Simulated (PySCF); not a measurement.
## Calculated data, C₂H₇AlN, FH₄NSi₂, AlB₂H₄O, AlBH₃ and others

Computed with PySCF 2.14.0. Calculation on a computer-drawn molecule: the log of a Hartree-Fock and frozen-core CCSD(T) single point meant for a local Hartree-Fock minimum, with one planted fault or none, to be diagnosed. Offsets are logged minus clean, where the clean run is the same molecule without the fault. The reference is restricted for singlets and unrestricted otherwise, and also for a bond in bohr or an excited solution. Adding or removing an electron swaps singlet and doublet. The excited solution moves the top pair (singlet) or top alpha electron (doublet) to the lowest empty orbital. Highest occupied and lowest empty are orbital energies over both spins, largest force is the largest gradient component, triples share is (T) over the correlation energy, the T1 limit is 0.02 restricted and 0.045 unrestricted, electrons count all cores, a negative frequency is imaginary (commonest isotopes), and the dipole is about the centre of nuclear charge.

Common to all runs: logged SCF converged yes; possible faults no fault, one electron removed, one electron added, multiplicity raised by two, geometry at a saddle point, SCF held on an excited solution, minimal basis STO-3G, one bond length entered in bohr, all coordinates scaled.

(1) 
```xyz
11
formula=C2H7AlN meant_charge=0 meant_multiplicity=2 meant_basis=cc-pV(D+d)Z logged_electrons=38 logged_basis_functions=100 logged_spin_squared=0 logged_highest_occupied=-16.074 logged_lowest_empty=-4.4615 logged_largest_force=0.10606 logged_T1_diagnostic=0.019091 logged_D1_diagnostic=0.082275 logged_triples_share=0.031219 logged_CC_converged=yes logged_dipole_magnitude=3.6728 logged_SCF_stable_within_its_kind=yes logged_energy_HF=-375.95324 logged_energy_CCSD(T)=-376.51888 planted_fault=one_electron_removed HF_energy_offset_from_clean_run=135.7 CCSD(T)_energy_offset_from_clean_run=139.9
C     -0.3548    -1.9299    -1.0724
C      0.4209    -1.0606    -0.1362
N     -0.2512    -0.1012     0.6311
Al    -1.9699     0.2712     0.9302
H      0.3016    -2.6670    -1.5370
H     -1.1517    -2.4711    -0.5536
H     -0.8301    -1.3517    -1.8776
H      1.4600    -0.8478    -0.3634
H      0.3998     0.4728     1.1376
H     -2.2310     1.4473     1.9493
H     -3.1215    -0.5338     0.2200
```

Units: logged_highest_occupied, logged_lowest_empty in eV; logged_largest_force in hartree/bohr; logged_dipole_magnitude in debye; logged_energy_HF, logged_energy_CCSD(T) in hartree; HF_energy_offset_from_clean_run, CCSD(T)_energy_offset_from_clean_run in kcal/mol.

Drawn bonds:
| atom | other atom | order |
| --- | --- | --- |
| 1 | 2 | 1 |
| 2 | 3 | 1 |
| 3 | 4 | 1 |
| 1 | 5 | 1 |
| 1 | 6 | 1 |
| 1 | 7 | 1 |
| 2 | 8 | 1 |
| 3 | 9 | 1 |
| 4 | 10 | 1 |
| 4 | 11 | 1 |

(2) 
```xyz
8
formula=FH4NSi2 meant_charge=0 meant_multiplicity=1 meant_basis=cc-pV(D+d)Z logged_electrons=49 logged_basis_functions=94 logged_spin_squared=0.7732 logged_highest_occupied=0.48903 logged_lowest_empty=8.4257 logged_largest_force=0.06702 logged_T1_diagnostic=0.018177 logged_D1_diagnostic=0.05826 logged_triples_share=0.026291 logged_CC_converged=yes logged_dipole_magnitude=2.7371 logged_SCF_stable_within_its_kind=yes logged_energy_HF=-734.06884 logged_energy_CCSD(T)=-734.67646 planted_fault=one_electron_added HF_energy_offset_from_clean_run=27.35 CCSD(T)_energy_offset_from_clean_run=24.44
N      0.9104    -2.7168    -2.3339
Si     0.1905    -1.4747    -1.7302
F     -1.0458    -0.8336    -2.5236
Si     0.4595    -0.1723     0.2111
H      1.6895    -3.1983    -1.9290
H     -0.7900    -0.2361     0.9979
H      0.7313     1.2234    -0.1922
H      1.5909    -0.7186     0.9873
```

Units: logged_highest_occupied, logged_lowest_empty in eV; logged_largest_force in hartree/bohr; logged_dipole_magnitude in debye; logged_energy_HF, logged_energy_CCSD(T) in hartree; HF_energy_offset_from_clean_run, CCSD(T)_energy_offset_from_clean_run in kcal/mol.

Drawn bonds:
| atom | other atom | order |
| --- | --- | --- |
| 1 | 2 | 2 |
| 2 | 3 | 1 |
| 2 | 4 | 1 |
| 1 | 5 | 1 |
| 4 | 6 | 1 |
| 4 | 7 | 1 |
| 4 | 8 | 1 |

Notes: highest electron not bound in this basis.

(3) 
```xyz
8
formula=AlB2H4O meant_charge=0 meant_multiplicity=2 meant_basis=cc-pV(D+d)Z logged_electrons=35 logged_basis_functions=85 logged_spin_squared=3.7674 logged_highest_occupied=-7.9873 logged_lowest_empty=-1.0585 logged_largest_force=0.044513 logged_T1_diagnostic=0.022005 logged_D1_diagnostic=0.072148 logged_triples_share=0.025591 logged_CC_converged=yes logged_dipole_magnitude=1.7988 logged_SCF_stable_within_its_kind=yes logged_energy_HF=-368.3849 logged_energy_CCSD(T)=-368.81402 planted_fault=multiplicity_raised_by_two HF_energy_offset_from_clean_run=58.24 CCSD(T)_energy_offset_from_clean_run=64.2
B      2.5525    -3.4109    -1.5701
O      1.8652    -3.0548    -0.4999
Al     1.1712    -2.6290     0.9987
B      0.7483    -0.5595     1.3642
H      2.0463    -3.7281    -2.6235
H      0.8897    -3.8252     1.9884
H      1.5475     0.1811     1.8749
H     -0.3072    -0.0571     1.0794
```

Units: logged_highest_occupied, logged_lowest_empty in eV; logged_largest_force in hartree/bohr; logged_dipole_magnitude in debye; logged_energy_HF, logged_energy_CCSD(T) in hartree; HF_energy_offset_from_clean_run, CCSD(T)_energy_offset_from_clean_run in kcal/mol.

Drawn bonds:
| atom | other atom | order |
| --- | --- | --- |
| 1 | 2 | 1 |
| 2 | 3 | 1 |
| 3 | 4 | 1 |
| 1 | 5 | 1 |
| 3 | 6 | 1 |
| 4 | 7 | 1 |
| 4 | 8 | 1 |

(4) 
```xyz
5
formula=AlBH3 meant_charge=1 meant_multiplicity=1 meant_basis=cc-pV(D+d)Z logged_electrons=20 logged_basis_functions=52 logged_spin_squared=0 logged_highest_occupied=-12.697 logged_lowest_empty=-10.185 logged_largest_force=0.058192 logged_dipole_magnitude=1.624 logged_SCF_stable_within_its_kind=no logged_energy_HF=-267.70387 planted_fault=SCF_held_on_an_excited_solution HF_energy_offset_from_clean_run=208.9
B      2.0353    -0.5078    -0.8733
Al     1.0135    -1.0398    -2.7164
H      1.9145     0.6049    -0.4727
H      2.6781    -1.3490    -0.3322
H      0.2841    -1.4192    -4.0319
```

Units: logged_highest_occupied, logged_lowest_empty in eV; logged_largest_force in hartree/bohr; logged_dipole_magnitude in debye; logged_energy_HF in hartree; HF_energy_offset_from_clean_run in kcal/mol.

Drawn bonds:
| atom | other atom | order |
| --- | --- | --- |
| 1 | 2 | 1 |
| 1 | 3 | 1 |
| 1 | 4 | 1 |
| 2 | 5 | 1 |

Notes: coupled-cluster numbers left out as unreliable.

(5) 
```xyz
4
formula=ClF2Si meant_charge=0 meant_multiplicity=2 meant_basis=cc-pV(D+d)Z logged_electrons=48 logged_basis_functions=74 logged_spin_squared=0 logged_highest_occupied=-20.226 logged_lowest_empty=-9.2735 logged_largest_force=0.099738 logged_T1_diagnostic=0.019291 logged_D1_diagnostic=0.074715 logged_triples_share=0.02458 logged_CC_converged=yes logged_dipole_magnitude=4.3504 logged_SCF_stable_within_its_kind=yes logged_energy_HF=-947.08012 logged_energy_CCSD(T)=-947.71154 planted_fault=one_electron_removed HF_energy_offset_from_clean_run=236.6 CCSD(T)_energy_offset_from_clean_run=224.6
F     -2.3945     0.6340     1.3353
Si    -1.0498    -0.2261     1.3477
F     -1.0857    -1.1443     0.0424
Cl     0.5436     1.0391     1.2207
```

Units: logged_highest_occupied, logged_lowest_empty in eV; logged_largest_force in hartree/bohr; logged_dipole_magnitude in debye; logged_energy_HF, logged_energy_CCSD(T) in hartree; HF_energy_offset_from_clean_run, CCSD(T)_energy_offset_from_clean_run in kcal/mol.

Drawn bonds:
| atom | other atom | order |
| --- | --- | --- |
| 1 | 2 | 1 |
| 2 | 3 | 1 |
| 2 | 4 | 1 |

(6) 
```xyz
12
formula=CH8AlBSi meant_charge=0 meant_multiplicity=1 meant_basis=cc-pV(D+d)Z logged_electrons=46 logged_basis_functions=114 logged_spin_squared=0.725 logged_highest_occupied=-9.0276 logged_lowest_empty=1.0187 logged_largest_force=0.022946 logged_T1_diagnostic=0.054006 logged_D1_diagnostic=0.24776 logged_triples_share=0.035612 logged_CC_converged=yes logged_dipole_magnitude=0.86561 logged_SCF_stable_within_its_kind=yes logged_energy_HF=-597.89639 logged_energy_CCSD(T)=-598.37331 planted_fault=one_bond_length_entered_in_bohr,row_5_of_the_drawn_bonds HF_energy_offset_from_clean_run=77.4 CCSD(T)_energy_offset_from_clean_run=79.09
C     -2.1416     1.7855     2.1406
B     -1.1891     1.2877     0.9701
Al    -1.0306     2.3088    -0.9271
Si    -0.1241    -0.4339     1.3207
H     -1.8348     1.4836     3.1463
H     -2.5792     3.8033     2.1534
H     -3.0935     1.2626     1.9453
H      0.1358     3.3499    -1.2098
H     -2.0638     2.0239    -2.1004
H     -0.8307    -1.3731     2.2327
H      0.2239    -1.1809     0.0821
H      1.1562    -0.0395     1.9731
```

Units: logged_highest_occupied, logged_lowest_empty in eV; logged_largest_force in hartree/bohr; logged_dipole_magnitude in debye; logged_energy_HF, logged_energy_CCSD(T) in hartree; HF_energy_offset_from_clean_run, CCSD(T)_energy_offset_from_clean_run in kcal/mol.

Drawn bonds:
| atom | other atom | order |
| --- | --- | --- |
| 1 | 2 | 1 |
| 2 | 3 | 1 |
| 2 | 4 | 1 |
| 1 | 5 | 1 |
| 1 | 6 | 1 |
| 1 | 7 | 1 |
| 3 | 8 | 1 |
| 3 | 9 | 1 |
| 4 | 10 | 1 |
| 4 | 11 | 1 |
| 4 | 12 | 1 |

Notes: T1 above single-reference limit.

(7) 
```xyz
13
formula=CH9NSi2 meant_charge=0 meant_multiplicity=1 meant_basis=cc-pV(D+d)Z logged_electrons=50 logged_basis_functions=37 logged_spin_squared=0 logged_highest_occupied=-6.8577 logged_lowest_empty=10.683 logged_largest_force=0.031719 logged_T1_diagnostic=0.0065506 logged_D1_diagnostic=0.029497 logged_triples_share=0.0096372 logged_CC_converged=yes logged_dipole_magnitude=0.43524 logged_SCF_stable_within_its_kind=yes logged_energy_HF=-667.60328 logged_energy_CCSD(T)=-667.84448 planted_fault=minimal_basis_STO-3G HF_energy_offset_from_clean_run=4917 CCSD(T)_energy_offset_from_clean_run=5147
C      0.2582     0.1743    -0.8340
N     -0.9472    -0.5847    -0.5605
Si    -2.4027     0.0870     0.0786
Si    -2.2283     1.0148     2.2596
H     -0.0062     1.1786    -1.1715
H      0.9161     0.2804     0.0369
H      0.8342    -0.2924    -1.6361
H     -0.7665    -1.5497    -0.3587
H     -2.8791     1.1627    -0.8272
H     -3.4038    -1.0071     0.1153
H     -1.2299     2.1152     2.2974
H     -1.8044    -0.0182     3.2404
H     -3.5363     1.5644     2.7009
```

Units: logged_highest_occupied, logged_lowest_empty in eV; logged_largest_force in hartree/bohr; logged_dipole_magnitude in debye; logged_energy_HF, logged_energy_CCSD(T) in hartree; HF_energy_offset_from_clean_run, CCSD(T)_energy_offset_from_clean_run in kcal/mol.

Drawn bonds:
| atom | other atom | order |
| --- | --- | --- |
| 1 | 2 | 1 |
| 2 | 3 | 1 |
| 3 | 4 | 1 |
| 1 | 5 | 1 |
| 1 | 6 | 1 |
| 1 | 7 | 1 |
| 2 | 8 | 1 |
| 3 | 9 | 1 |
| 3 | 10 | 1 |
| 4 | 11 | 1 |
| 4 | 12 | 1 |
| 4 | 13 | 1 |

(8) 
```xyz
8
formula=B2H4NO meant_charge=-1 meant_multiplicity=1 meant_basis=aug-cc-pVDZ logged_electrons=29 logged_basis_functions=128 logged_spin_squared=0.788 logged_highest_occupied=-10.348 logged_lowest_empty=-1.8366 logged_largest_force=0.067539 logged_T1_diagnostic=0.020173 logged_D1_diagnostic=0.077643 logged_triples_share=0.039103 logged_CC_converged=yes logged_dipole_magnitude=1.2265 logged_SCF_stable_within_its_kind=yes logged_energy_HF=-180.98057 logged_energy_CCSD(T)=-181.59246 planted_fault=one_electron_removed HF_energy_offset_from_clean_run=67.53 CCSD(T)_energy_offset_from_clean_run=79.52
B     -2.7863    -0.3774     3.3748
N     -2.6316    -0.0491     2.2031
B     -2.4434     0.3639     0.7351
O     -1.1512    -0.2100     0.2460
H     -2.9376    -0.6907     4.4992
H     -2.4337     1.6173     0.6531
H     -3.4080    -0.0660     0.0549
H     -1.0386     0.0481    -0.6514
```

Units: logged_highest_occupied, logged_lowest_empty in eV; logged_largest_force in hartree/bohr; logged_dipole_magnitude in debye; logged_energy_HF, logged_energy_CCSD(T) in hartree; HF_energy_offset_from_clean_run, CCSD(T)_energy_offset_from_clean_run in kcal/mol.

Drawn bonds:
| atom | other atom | order |
| --- | --- | --- |
| 1 | 2 | 2 |
| 2 | 3 | 1 |
| 3 | 4 | 1 |
| 1 | 5 | 1 |
| 3 | 6 | 1 |
| 3 | 7 | 1 |
| 4 | 8 | 1 |
